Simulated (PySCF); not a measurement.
**Löwdin shares of the frontier orbitals**

C₂H₁₀BNO₂Si₂.
Geometry (PBE0-D3(BJ)/def2-SVP, Å), atoms numbered from 1 in this order:
```
atom  x, y, z in Å
O1     2.2724   -1.3987   -0.4831
B2     1.8826   -0.1001   -0.5882
O3     2.6513    0.7283   -1.3628
C4     0.5542    0.3690    0.1093
C5     0.0330   -0.5423    1.2445
Si6   -1.8200   -0.2496    1.4714
N7    -2.2144    0.2276   -0.1631
Si8   -0.8331    0.5021   -1.1850
H9     3.0681   -1.5652   -1.0008
H10    2.3289    1.6332   -1.3896
H11    0.6718    1.4061    0.4765
H12    0.1794   -1.5980    0.9604
H13    0.6082   -0.3955    2.1729
H14   -2.1222    0.8217    2.4788
H15   -2.5707   -1.4712    1.9046
H16   -3.1681    0.3049   -0.4977
H17   -0.6979   -0.5096   -2.2832
H18   -0.8379    1.8472   -1.8496
```

The calculation used TDDFT PBE0/def2-SVPD, vertical, gas phase, core orbitals frozen in the response (PySCF).

Frontier orbitals with the atoms that hold most of them (Löwdin shares over 4%, at most four atoms; ? is withheld):

```
orbital  ε (eV)                              atoms
 LUMO+2    0.69     Si6 21%, O3 11%, C5 9%, H15 8%
 LUMO+1    0.25   Si8 22%, Si6 18%, H16 12%, N7 8%
   LUMO   -0.12                                  ?
   HOMO       ?                                  ?
 HOMO-1   -7.90   C4 21%, C5 18%, Si6 13%, Si8 11%
 HOMO-2   -8.80    C4 21%, C5 15%, Si8 13%, H17 9%
 HOMO-3   -9.19  Si6 15%, Si8 14%, C4 12%, H15 12%
```

Task: Which atoms hold the LUMO, and with what shares?

Result: B2 (bonded to C and 2 O) 29%; O3 (bonded to B and H) 12%; Si8 (bonded to C, N and 2 H) 10%; H10 (bonded to O) 10%.

Task: Which atoms hold the HOMO, and with what shares?

Result: N7 (bonded to 2 Si and H) 49%; Si6 (bonded to C, N and 2 H) 11%; Si8 (bonded to C, N and 2 H) 10%; H14 (bonded to Si) 8%. By element: nitrogen 49%, silicon 22%, hydrogen 8% or more.

Task: What is the HOMO energy, and the HOMO–LUMO gap?

Result: ε(HOMO) = -7.25 eV; the gap is 7.13 eV (0.2621 hartree).

Task: The HOMO–LUMO gap is 7.13 eV. Where does the response calculation put the lowest singlet, and from which orbitals?

Result: S1 is at 6.04 eV (f = 0.011), 1.09 eV below the gap, made of HOMO→LUMO (52%), HOMO→LUMO+1 (45%). 

Task: Give energy, strength and leading configuration of S3 and S5, and follow the Löwdin shares of the leading atoms from the occupied to the empty orbital.

Result: 
- S3 (6.74 eV, f 0.0070), HOMO-1→LUMO (95%): C4 21% → at most 10%, C5 18% → at most 10%, B2 at most 11% → 29%, O3 at most 11% → 12%
- S5 (7.02 eV, f 0.023), HOMO-1→LUMO+1 (93%): C4 21% → at most 9%, C5 18% → at most 9%, Si8 11% → 22%, Si6 13% → 18%

One conformer stands for the species.
